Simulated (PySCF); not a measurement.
**Spinor energies of Tl (thallium, neutral)**

Start: [Xe] 4f14 5d10 6s2 6p1; 6p1/2 filled at m_j = +1/2. Calculated with PySCF 2.14 in x2c-TZVPPall-2c with one added diffuse shell each of s, p, d, f type (12s12p10d4f, 126 functions): generalised Hartree-Fock with the X2C-1e Hamiltonian and a Gaussian nucleus; spin-orbit coupling (SO) screened by Boettger's factors.

```json
{"spinor shell": "1s1/2", "electrons": "2", "ε, screened SO (eV)": "-85979.8", "weight of nominal j (screened SO)": "1.000", "rms radius, screened SO (bohr)": "0.0184"}
{"spinor shell": "2s1/2", "electrons": "2", "ε, screened SO (eV)": "-15460.6", "weight of nominal j (screened SO)": "1.000", "rms radius, screened SO (bohr)": "0.0743"}
{"spinor shell": "2p1/2", "electrons": "2", "ε, screened SO (eV)": "-14816.5", "weight of nominal j (screened SO)": "1.000", "rms radius, screened SO (bohr)": "0.0628"}
{"spinor shell": "2p3/2", "electrons": "4", "ε, screened SO (eV)": "-12745.7", "weight of nominal j (screened SO)": "1.000", "rms radius, screened SO (bohr)": "0.0710"}
{"spinor shell": "3s1/2", "electrons": "2", "ε, screened SO (eV)": "-3760.7", "weight of nominal j (screened SO)": "1.000", "rms radius, screened SO (bohr)": "0.189"}
{"spinor shell": "3p1/2", "electrons": "2", "ε, screened SO (eV)": "-3471.2", "weight of nominal j (screened SO)": "1.000", "rms radius, screened SO (bohr)": "0.181"}
{"spinor shell": "3p3/2", "electrons": "4", "ε, screened SO (eV)": "-3004.2", "weight of nominal j (screened SO)": "1.000", "rms radius, screened SO (bohr)": "0.197"}
{"spinor shell": "3d3/2", "electrons": "4", "ε, screened SO (eV)": "-2532.1", "weight of nominal j (screened SO)": "1.000", "rms radius, screened SO (bohr)": "0.173"}
{"spinor shell": "3d5/2", "electrons": "6", "ε, screened SO (eV)": "-2432.9", "weight of nominal j (screened SO)": "1.000", "rms radius, screened SO (bohr)": "0.178"}
{"spinor shell": "4s1/2", "electrons": "2", "ε, screened SO (eV)": "-877.30", "weight of nominal j (screened SO)": "1.000", "rms radius, screened SO (bohr)": "0.416"}
{"spinor shell": "4p1/2", "electrons": "2", "ε, screened SO (eV)": "-751.49", "weight of nominal j (screened SO)": "1.000", "rms radius, screened SO (bohr)": "0.420"}
{"spinor shell": "4p3/2", "electrons": "4", "ε, screened SO (eV)": "-636.36", "weight of nominal j (screened SO)": "1.000", "rms radius, screened SO (bohr)": "0.454"}
{"spinor shell": "4d3/2", "electrons": "4", "ε, screened SO (eV)": "-430.86", "weight of nominal j (screened SO)": "1.000", "rms radius, screened SO (bohr)": "0.465"}
{"spinor shell": "4d5/2", "electrons": "6", "ε, screened SO (eV)": "-408.77", "weight of nominal j (screened SO)": "1.000", "rms radius, screened SO (bohr)": "0.476"}
{"spinor shell": "5s1/2", "electrons": "2", "ε, screened SO (eV)": "-152.25", "weight of nominal j (screened SO)": "1.000", "rms radius, screened SO (bohr)": "0.942"}
{"spinor shell": "4f5/2", "electrons": "6", "ε, screened SO (eV)": "-140.75", "weight of nominal j (screened SO)": "1.000", "rms radius, screened SO (bohr)": "0.509"}
{"spinor shell": "4f7/2", "electrons": "8", "ε, screened SO (eV)": "-136.18", "weight of nominal j (screened SO)": "1.000", "rms radius, screened SO (bohr)": "0.511"}
{"spinor shell": "5p1/2", "electrons": "2", "ε, screened SO (eV)": "-107.94", "weight of nominal j (screened SO)": "1.000", "rms radius, screened SO (bohr)": "1.02"}
{"spinor shell": "5p3/2", "electrons": "4", "ε, screened SO (eV)": "-86.950", "weight of nominal j (screened SO)": "1.000", "rms radius, screened SO (bohr)": "1.11"}
{"spinor shell": "5d3/2", "electrons": "4", "ε, screened SO (eV)": "-23.983", "weight of nominal j (screened SO)": "1.000", "rms radius, screened SO (bohr)": "1.46"}
{"spinor shell": "5d5/2", "electrons": "6", "ε, screened SO (eV)": "-21.400", "weight of nominal j (screened SO)": "1.000", "rms radius, screened SO (bohr)": "1.51"}
{"spinor shell": "6s1/2", "electrons": "2", "ε, screened SO (eV)": "-11.941", "weight of nominal j (screened SO)": "0.997", "rms radius, screened SO (bohr)": "2.78"}
{"spinor shell": "6p1/2", "electrons": "1", "ε, screened SO (eV)": "-5.978", "weight of nominal j (screened SO)": "0.999", "rms radius, screened SO (bohr)": "3.77"}
```

| quantity | screened SO |
| --- | --- |
| E (hartree) | -20265.14212 |
| M_J | 1/2 |
| ⟨J²⟩ | 0.765 |
| ⟨L²⟩ | 2.217 |
| ⟨S²⟩ | 0.946 |

Each row is a mean over spinors that exchange with the open shell spreads, by up to 0.446 eV (6s1/2).

Breit and QED terms are absent; they matter most for the inner s and p1/2 levels.

Densities and radii are taken from the X2C orbitals without a picture-change correction, which distorts them close to the nucleus.
